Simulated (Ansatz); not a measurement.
Program: Ansatz 0.2.0.

A structure relaxed at PBE0-D4/def2-TZVP, charge 0, multiplicity 1:

| atom | x (Å) | y (Å) | z (Å) |
| --- | --- | --- | --- |
| N1 | 1.228 | 1.362 | -1.361 |
| Sn2 | 0.438 | -0.386 | -0.681 |
| C3 | -1.024 | -0.169 | 0.921 |
| O4 | -1.218 | -1.375 | 1.635 |
| H5 | 1.577 | 1.970 | -0.631 |
| H6 | 0.588 | 1.902 | -1.928 |
| H7 | 1.744 | -1.284 | -0.024 |
| H8 | -0.222 | -1.154 | -2.056 |
| H9 | -0.731 | 0.659 | 1.579 |
| H10 | -1.988 | 0.092 | 0.483 |
| H11 | -0.393 | -1.618 | 2.063 |

(1) Give its formula and SMILES.

(2) Summarise the bond lengths by kind.

Answers

(1) CH7NOSn, `[NH2][SnH2][CH2]O`.

(2) 1 × N–Sn 2.035 Å; 2 × H–N 1.012 Å; 1 × C–Sn 2.180 Å; 2 × H–Sn 1.707 to 1.715 Å; 1 × C–O 1.415 Å; 2 × C–H 1.091 to 1.097 Å; 1 × H–O 0.960 Å.
